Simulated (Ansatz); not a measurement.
Gas-phase electronic energies from Ansatz, PBE0-D4/def2-TZVP geometries. CCSD(T)/CBS adds triple-zeta CCSD(T) − MP2 to the extrapolated MP2 energy (def2 sets, frozen cores). This one scheme is used for every species. Double bonds are as drawn, so ΔE can hold a change between cis and trans. DFT in def2-TZVPP. B3LYP here is the variant with VWN-RPA as its local correlation; programs differ in this. HSE06 is defined as in plane-wave codes. Each species was taken in one conformer, which may not be the lowest.

Consider the substitution at a C–F bond: `B/C=C(/C)F` + H₂S → `B/C=C(\C)S` + H–F.

`B/C=C(/C)F`:

Z-matrix (Å, degrees):
```
C
C 1 1.479
H 1 1.094 2 109.8
H 1 1.094 2 109.9 3 117.6
H 1 1.088 2 111.1 3 -121.2
C 2 1.342 1 128.4 3 120.9
F 2 1.333 1 111.1 3 -59.1
B 6 1.522 2 124.4 1 -180.0
H 6 1.086 2 114.0 1 0.0
H 8 1.197 6 119.9 2 179.9
H 8 1.195 6 120.9 2 -0.1
```

H₂S:

Cartesian coordinates in Å:
```
S -0.088 0.543 0.284
H 0.309 0.193 -0.948
H -0.221 -0.736 0.663
```

`B/C=C(\C)S`:

Z-matrix (Å, degrees):
```
C
C 1 1.491
H 1 1.087 2 110.9
H 1 1.094 2 110.2 3 -120.8
H 1 1.094 2 110.3 3 120.8
C 2 1.357 1 125.9 3 0.3
S 2 1.745 1 116.3 3 -179.7
B 6 1.516 2 125.3 1 -0.0
H 6 1.090 2 115.7 1 180.0
H 7 1.342 2 97.7 1 0.1
H 8 1.197 6 119.7 2 179.9
H 8 1.198 6 122.3 2 -0.1
```

H–F:

Z-matrix (Å, degrees):
```
F
H 1 0.920
```

(1) Is it downhill or uphill in electronic energy at CCSD(T)/CBS, and by how much? (An estimate is asked.)

(2) What do these levels give: LDA (SPW92), PBE-D4, HSE06-D4, BHLYP-D4, ωB97X-V, revPBE, B3LYP, CAM-B3LYP, LC-ωPBE, SCS-MP2/def2-QZVPP, HF/CBS(def2), CCSD/CBS(def2)? (An estimate is asked.)

(3) What do rigid-rotor, harmonic-oscillator terms from PBE0-D4/def2-TZVP frequencies (298.15 K, 1 bar) make of the CCSD(T)/CBS value? (Estimate.)

Largest T1 diagnostic among the species: 0.013.

Answers

(1) Ansatz gave: Downhill: ΔE = -31.3 kJ/mol.

(2) Computed: LDA (SPW92) -24.2, PBE-D4 -26.5, HSE06-D4 -24.9, BHLYP-D4 -14.1, ωB97X-V -10.0, revPBE -16.1, B3LYP -7.7, CAM-B3LYP -2.4, LC-ωPBE -8.8, SCS-MP2/def2-QZVPP -32.0, HF/CBS(def2) 9.2, CCSD/CBS(def2) -25.4 kJ/mol.

(3) The calculation gave: ΔZPE = +4.6 kJ/mol, ΔH = -26.0 kJ/mol, ΔS = -15 J/(mol·K), ΔG = -21.6 kJ/mol.

At CCSD(T), def2-SVP lies +29.6 kJ/mol from the extrapolated value and def2-TZVPP +7.3 kJ/mol. Leaving LDA and LC-ωPBE aside and taking each functional with its dispersion term where it has one, the values, not all of them listed here, spread over 24.4 kJ/mol, from revPBE-D4 to CAM-B3LYP-D4. LDA lies −4.7 kJ/mol from PBE without D4.
